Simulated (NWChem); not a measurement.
System: C4H7F; SMILES C/C=C(/F)C

NWChem input:

```
start job
memory heap 200 mb stack 900 mb global 1100 mb
geometry units angstroms noautosym nocenter noautoz
  C      0.030235     2.056738     0.000000
  C      0.680577     0.714096     0.000000
  C      0.072286    -0.473617     0.000000
  C     -1.374443    -0.810121     0.000000
  F      0.833993    -1.583193     0.000000
  H      0.332477     2.643796     0.883394
  H     -1.067208     1.999408     0.000000
  H      0.332477     2.643796    -0.883394
  H      1.775410     0.681808     0.000000
  H     -1.622493    -1.416418     0.886088
  H     -1.622493    -1.416418    -0.886088
  H     -2.005751     0.086113     0.000000
end
basis spherical
  * library def2-svp
end
dft
  xc m06-2x
  iterations 150
end
cosmo
  dielec 11.7
end
task dft energy
```

NWChem printed, in part:

```
             Northwest Computational Chemistry Package (NWChem) 7.3.0
             --------------------------------------------------------

                             Geometry "geometry" -> ""
                             -------------------------

 Output coordinates in angstroms (scale by  1.889725989 to convert to a.u.)

  No.       Tag          Charge          X              Y              Z
 ---- ---------------- ---------- -------------- -------------- --------------
    1 C                    6.0000     0.03023500     2.05673800     0.00000000
    2 C                    6.0000     0.68057700     0.71409600     0.00000000
    3 C                    6.0000     0.07228600    -0.47361700     0.00000000
    4 C                    6.0000    -1.37444300    -0.81012100     0.00000000
    5 F                    9.0000     0.83399300    -1.58319300     0.00000000
    6 H                    1.0000     0.33247700     2.64379600     0.88339400
    7 H                    1.0000    -1.06720800     1.99940800     0.00000000
    8 H                    1.0000     0.33247700     2.64379600    -0.88339400
    9 H                    1.0000     1.77541000     0.68180800     0.00000000
   10 H                    1.0000    -1.62249300    -1.41641800     0.88608800
   11 H                    1.0000    -1.62249300    -1.41641800    -0.88608800
   12 H                    1.0000    -2.00575100     0.08611300     0.00000000

 Effective nuclear repulsion energy (a.u.)     173.4163062744

                                 NWChem DFT Module
                                 -----------------

 Summary of "ao basis" -> "ao basis" (spherical)
 ------------------------------------------------------------------------------
       Tag                 Description            Shells   Functions and Types
 ---------------- ------------------------------  ------  ---------------------
 C                          def2-svp                 6       14   3s2p1d
 F                          def2-svp                 6       14   3s2p1d
 H                          def2-svp                 3        5   2s1p

 in cosmo_initialize ...

 solvent parameters
 solvname_short: unkn
 solvname_long:  unknown
 dielec:       11.7000

          ---------------
          -cosmo- solvent
          ---------------
 Cosmo: York-Karplus, doi: 10.1021/jp992097l
 dielectric constant -eps-     =  11.70
 screen = (eps-1)/(eps    )    =   0.91453
 surface charge correction     = lagrangian

[...]

                                   COSMO solvation results
                                   -----------------------

                 gas phase energy =      -256.149954104579
                 sol phase energy =      -256.153721657372
 (electrostatic) solvation energy =         0.003767552794 (    2.36 kcal/mol)

                       DFT Final Molecular Orbital Analysis
                       ------------------------------------

 Vector   18  Occ=2.000000D+00  E=-4.484177D-01
              MO Center=  2.3D-01,  3.3D-01, -9.0D-10, r^2= 3.5D+00
   Bfn.  Coefficient  Atom+Function         Bfn.  Coefficient  Atom+Function
  ----- ------------  ---------------      ----- ------------  ---------------
    19     -0.283476   2 C  py                5      0.281652   1 C  py
    60      0.268537   5 F  px               61      0.242421   5 F  py
    18      0.195314   2 C  px               63     -0.193077   5 F  px
    64     -0.172142   5 F  py               86      0.166282   9 H  s
   101      0.158615  12 H  s                 8      0.144533   1 C  py

 Vector   19  Occ=2.000000D+00  E=-4.130095D-01
              MO Center=  9.3D-02,  6.8D-01,  9.0D-11, r^2= 3.5D+00
   Bfn.  Coefficient  Atom+Function         Bfn.  Coefficient  Atom+Function
  ----- ------------  ---------------      ----- ------------  ---------------
    18     -0.272576   2 C  px                4      0.267452   1 C  px
    86     -0.258787   9 H  s                76     -0.254741   7 H  s
    46     -0.239279   4 C  px               32      0.214796   3 C  px
    60      0.183219   5 F  px               33      0.160360   3 C  py
    87     -0.147895   9 H  s                49     -0.142045   4 C  px

 Vector   20  Occ=2.000000D+00  E=-2.956545D-01
              MO Center=  3.0D-01,  2.0D-01, -1.7D-10, r^2= 2.6D+00
   Bfn.  Coefficient  Atom+Function         Bfn.  Coefficient  Atom+Function
  ----- ------------  ---------------      ----- ------------  ---------------
    20      0.392178   2 C  pz               34      0.370903   3 C  pz
    23      0.311889   2 C  pz               37      0.227719   3 C  pz
    62      0.219008   5 F  pz               65     -0.185646   5 F  pz
    71     -0.134289   6 H  s                81      0.134289   8 H  s
     6     -0.125623   1 C  pz               91     -0.112658  10 H  s

 Vector   21  Occ=0.000000D+00  E= 6.706114D-02
              MO Center=  1.7D-01,  7.0D-02, -1.9D-09, r^2= 3.1D+00
   Bfn.  Coefficient  Atom+Function         Bfn.  Coefficient  Atom+Function
  ----- ------------  ---------------      ----- ------------  ---------------
    23      0.651178   2 C  pz               37     -0.619656   3 C  pz
    34     -0.467276   3 C  pz               20      0.389566   2 C  pz
    92      0.376587  10 H  s                97     -0.376587  11 H  s
    72     -0.205617   6 H  s                82      0.205617   8 H  s
    65      0.171048   5 F  pz               51     -0.164433   4 C  pz

 Vector   22  Occ=0.000000D+00  E= 1.085209D-01
              MO Center= -9.0D-01,  8.7D-01,  4.2D-09, r^2= 7.9D+00
   Bfn.  Coefficient  Atom+Function         Bfn.  Coefficient  Atom+Function
  ----- ------------  ---------------      ----- ------------  ---------------
     3      2.083164   1 C  s                45      1.914753   4 C  s
    72     -0.824396   6 H  s                77     -0.827007   7 H  s
    82     -0.824396   8 H  s                92     -0.803406  10 H  s
    97     -0.803406  11 H  s               102     -0.774082  12 H  s
    31     -0.472597   3 C  s                87     -0.438878   9 H  s

[...]
```

Level: M06-2X/def2-SVP, COSMO on the gas-phase geometry. Coordinates come from a PBE0/def2-SVP optimisation. COSMO prints the solvation energy as gas minus solution, so a positive value is a stabilisation.
